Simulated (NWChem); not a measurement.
Species: CH4BClFN; SMILES CNB(F)Cl

```xyz
9

B      0.2245    -0.1078     0.0000
Cl    -0.3198    -1.7939     0.0000
F      1.5333     0.1303     0.0000
N     -0.6951     0.9357     0.0000
C     -0.3751     2.3424     0.0000
H     -1.6807     0.7048     0.0000
H     -0.7739     2.8540     0.8919
H     -0.7739     2.8540    -0.8919
H      0.7155     2.4678     0.0000
```
Atoms are numbered in this order, from 1.

Results from NWChem. All runs use the structure optimised with PBE0/def2-SVP. Atomic charges in e: unrestrained fits to the electrostatic potential beside Mulliken populations; buried atoms are poorly determined by the fit.

Estimate the computed values for B3LYP/def2-SVP. Quantities: ESP B1; Mulliken B1; ESP Cl2; Mulliken Cl2; ESP F3; Mulliken F3; ESP N4; Mulliken N4; ESP C5; Mulliken C5; relative RMS misfit of the potential (%).

The ESP B1 comes out as 0.43 and the Mulliken B1 is 0.07. The ESP Cl2 comes out as -0.21. The Mulliken Cl2 is -0.14, the ESP F3 comes out as -0.23 and the Mulliken F3 is -0.11. The ESP N4 comes out as -0.44. The Mulliken N4 comes out as -0.13 and the ESP C5 is 0.25. The Mulliken C5 comes out as 0.10 and the relative RMS misfit of the potential (%) is 29.
